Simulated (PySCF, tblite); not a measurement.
Isomers of C5H11FSi. Calculated harmonic vibrations of the isolated species, GFN2-xTB (tblite), most abundant isotopes, no scaling. Errors from tens to a few hundred cm⁻¹ against measured bands are possible. Modes of hydrogen on silicon can be 10 to 20 % off. One conformer each.

Electronic energies: PBE0/pcSseg-1 single points on the GFN2-xTB geometries (PySCF, gas phase).

```csv
SMILES,"electronic energy, lowest = 0 (kcal/mol)"
CC/C=C\C[SiH2]F,0.0
CC(C)[SiH2]/C=C/F,37.5
CCC1(F)C[SiH2]C1,31.1
C/C(F)=C(\C)C[SiH3],37.5
FC[C@H]1CC[SiH2]C1,20.1
CC(C)[C@@H]1[SiH2][C@H]1F,56.8
```

**Question.** How do GFN2-xTB zero-point energies change the relative energies?

**Answer.** 
```tsv
SMILES	ZPE (kcal/mol)	of it from modes above 1550 cm⁻¹	electronic (kcal/mol)	with ZPE, lowest = 0 (kcal/mol)	lowest mode (cm⁻¹)	rings
CC/C=C\C[SiH2]F	90.5	47.9	0.0	0.0	24	0
FC[C@H]1CC[SiH2]C1	92.1	44.7	20.1	21.8	86	1
CCC1(F)C[SiH2]C1	90.9	45.3	31.1	31.6	56	1
CC(C)[SiH2]/C=C/F	89.7	47.6	37.5	36.7	28	0
C/C(F)=C(\C)C[SiH3]	87.8	46.7	37.5	34.9	46	0
CC(C)[C@@H]1[SiH2][C@H]1F	90.7	45.6	56.8	57.0	63	1
```

The zero-point energies span 4.3 kcal/mol, from `C/C(F)=C(\C)C[SiH3]` to `FC[C@H]1CC[SiH2]C1`. The lowest isomer stays, but the order above it changes.

**Question.** And how do the electronic energies of GFN2-xTB itself compare?

**Answer.** `CC/C=C\C[SiH2]F` 0.0; `FC[C@H]1CC[SiH2]C1` 23.6; `CCC1(F)C[SiH2]C1` 33.1; `CC(C)[SiH2]/C=C/F` 49.4; `C/C(F)=C(\C)C[SiH3]` 34.2; `CC(C)[C@@H]1[SiH2][C@H]1F` 54.5 kcal/mol, lowest = 0. Against the energies above, taken from the same isomer `CC/C=C\C[SiH2]F`, the largest difference is 11.9 kcal/mol.

**Question.** What do entropy and thermal enthalpy add at 298.15 K and 1 bar (rigid rotor, harmonic oscillator, one conformer each)?

**Answer.** 
```tsv
SMILES	point group	symmetry number	S (cal/(mol K))	H − H(0) (kcal/mol)	ZPE + H − H(0) − TS (kcal/mol)
FC[C@H]1CC[SiH2]C1	C1	1	87.5	5.65	71.7
CCC1(F)C[SiH2]C1	C1	1	89.8	6.01	70.2
CC(C)[SiH2]/C=C/F	C1	1	100.0	6.97	66.8
C/C(F)=C(\C)C[SiH3]	C1	1	100.9	7.17	64.9
CC(C)[C@@H]1[SiH2][C@H]1F	C1	1	92.8	6.44	69.5
```

Not tabulated: `CC/C=C\C[SiH2]F` (lowest mode only 24 cm⁻¹).
